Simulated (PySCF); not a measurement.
[PdO3]-: from structure and modes to constants

Level of theory: UwB97X/[Pd def2-SVPD with ECP28, O def2-SVPD], scalar-relativistic core potentials, density fitting, no spin–orbit coupling, PySCF.

The doublet minimum has C2v symmetry. Masses (u): Pd 105.90348, O 15.99492.

```xyz
4
charge -1 multiplicity 2, angstrom
Pd    0.0057    0.0000    0.0000
O     1.7932    0.0000    0.0000
O    -0.9145    1.4877    0.0000
O    -0.9145   -1.4877    0.0000
```

Harmonic wavenumbers (cm⁻¹): 206.8 (b2, ×1), 219.6 (b1, ×1), 275.0 (a1, ×1), 587.3 (a1, ×1), 801.0 (b2, ×1), 840.1 (a1, ×1).

Q: Find the principal moments of inertia and the rotational constants. What kind of rotor is it?

A: About the centre of mass I = 70.805, 78.192, 149 u Å². With B = 16.8576/I this gives 0.2381, 0.2156, 0.1131 cm⁻¹. The molecule is an asymmetric top with κ = 0.64.

Q: What is the harmonic zero-point energy?

A: Half the sum of all 6 wavenumbers, 2930/2 = 1465 cm⁻¹, which is 17.5 kJ/mol (1 cm⁻¹ = 0.0119627 kJ/mol).

Q: Give the standard entropy (298.15 K, 1 bar) by its translational, rotational, vibrational and spin parts, and Cp.

A: Sackur–Tetrode with M = 153.89 u gives 171.7; rotation with symmetry number 2 gives 99.4; vibration 27.0; spin R ln 2 = 5.8. The total is 303.8 J/(mol K), and Cp = 4 R + 32.0 = 65.3 J/(mol K).

This need not be the most stable arrangement of these atoms. Open d and f shells are described by one determinant, and the ground state may have another occupation or spin. The lowest empty level of this anion is unbound, so it and the gap depend on the basis.
